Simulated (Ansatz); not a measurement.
A structure relaxed at PBE0-D4/def2-TZVP in Ansatz, charge 1, doublet:

```xyz
3

W    -0.3201   -0.6735   -1.1579
Se   -0.4399    1.2544    0.2110
Se    0.7599   -0.5809    0.9469
```

(1) Give its formula and point group.

(2) Summarise the bond lengths by kind (pairs closer than 1.2 times the sum of covalent radii, bridged metal pairs left out).

Answers

(1) the cluster WSe2⁺ (the lowest doublet isomer of a short search). Point group C2v (tolerance 0.1 Å).

(2) 2 × Se–W 2.37 Å; 1 × Se–Se 2.31 Å. The metal has 2 neighbours: Se 2.37 Å, Se 2.37 Å.

In the def2 sets W takes a core potential; there is no spin–orbit coupling. The charge 1 doublet is spin-contaminated (final ⟨S²⟩ up to 1.87, 0.75 for a pure state). At PBE0-D4/def2-TZVP a quartet of charge 1 lies 0.74 eV below the doublet, each at its own geometry. The structure comes from a short search, and lower isomers may exist.
